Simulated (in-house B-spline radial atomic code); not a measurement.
# Solving the quasi-particle equation for 6s up of Ba⁺

Configuration [Xe] 6s1, highest spin, start PBE; correlation leaves out the 8 deepest shells, empty levels kept to 2666.67 hartree. Computed with a B-spline radial code for spherical atoms: all electrons, scalar-relativistic (spin-free one-electron X2C), finite nucleus, each spin shell either full or empty, empty states to l = 9 with an (l + 1/2)⁻⁴ tail; G0W0 by contour deformation at full frequency.

RPA overbinds a lone outer s electron by self-correlation, and G0W0 tends to as well.

At the mean-field level ε = -7.86 eV the matrix elements are Σx = -7.352 eV, v_xc = -5.876 eV and Σc(ε) = -1.548 eV, and the slope of the correlation self-energy is dΣc/dω = -0.3222. The quasi-particle energy solves E = ε + Σx − v_xc + Σc(E).

(1) What does the linearised equation give?

(2) How does that compare with the full solution and with static screening?

Answers

(1) Z = 1/(1 − dΣc/dω) = 1/1.3222 = 0.7563. The first-order shift is Σx − v_xc + Σc(ε) = -7.352 − (-5.876) + (-1.548) = -3.024 eV, so E ≈ ε + Z × shift = -7.86 + 0.7563 × (-3.024) = -10.147 eV.

(2) Solving the equation at full frequency dependence gives E = -10.431 eV, where Σc = -1.095 eV and the weight is 0.877; the linearised value is off by 284 meV. Leaving Z out would give -10.884 eV. Static COHSEX puts -2.830 eV in place of Σc and gives -12.166 eV, 1.73 eV deeper. The tabulated removal energy is 10.004 eV (NIST, measured); the run leaves out spin-orbit coupling, Breit and QED terms.
